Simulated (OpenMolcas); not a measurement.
Ta3+ among 3 point charges of -1 e arranged as a planar triangle (D3h), 1.93 Å from the ion.
```
   1.9300    0.0000    0.0000  -1.00
  -0.9650    1.6714    0.0000  -1.00
  -0.9650   -1.6714    0.0000  -1.00
```

| Item | Value |
| --- | --- |
| Program | OpenMolcas |
| Method | SS-CASPT2, IPEA 0.25 Eh, imaginary shift 0.1 Eh (closed shells correlated: 4f 5s 5p) |
| Basis | ANO-RCC-VTZP [8s7p5d3f2g1h] |
| Scalar Hamiltonian | DKH2, point nucleus |
| Active space | 2 electrons in 5 orbitals (5d) |
| State averaging | 2S+1 = 3 even, 10 roots; 2S+1 = 1 even, 15 roots |
| Spin-orbit coupling | RASSI with atomic mean-field integrals over the reference wave functions |

Problem. What is the spin-free ground state (labels of D3, the rotations of D3h)?

Solution. 3E, 2-fold in its orbital part, 68 % from free-ion F terms; it has the highest spin that d2 allows.

Problem. Where is the first state of the same spin?

Solution. 3A2 at 2740 cm-1 above the ground state.

Problem. What are the lowest two levels with spin-orbit coupling?

Solution. A 1-fold level A1, then a 2-fold level E 1800 cm-1 above it. Their leading multiplicities are 3 (95 %) and 3 (99 %).

Problem. What is χT at 300 K, and how does it compare with the textbook value?

Solution. The lowest level has 2S+1 = 3, for which the spin-only value is χT = S(S+1) / 2 = 1.000 cm3 K/mol (g = 2). The computed 0.039 at 300 K differs by -0.961, through orbital momentum, spin-orbit coupling and any other state in reach.

Roots that are degenerate in the reference are averaged as groups; the widest CASPT2 spread within a group is 150 cm-1 (the 2-fold group of multiplicity 3 near 7760 cm-1 above the lowest state of its run). Shifts and gaps below about the spread of the groups concerned are not significant. An orbital doublet at a regular site is open to a Jahn-Teller distortion, which this geometry leaves out. Free-ion shares, where given, are those of the reference states; single-state CASPT2 does not remix them. This is an electrostatic model: the charges have no orbitals. No measured value stands beside these numbers.
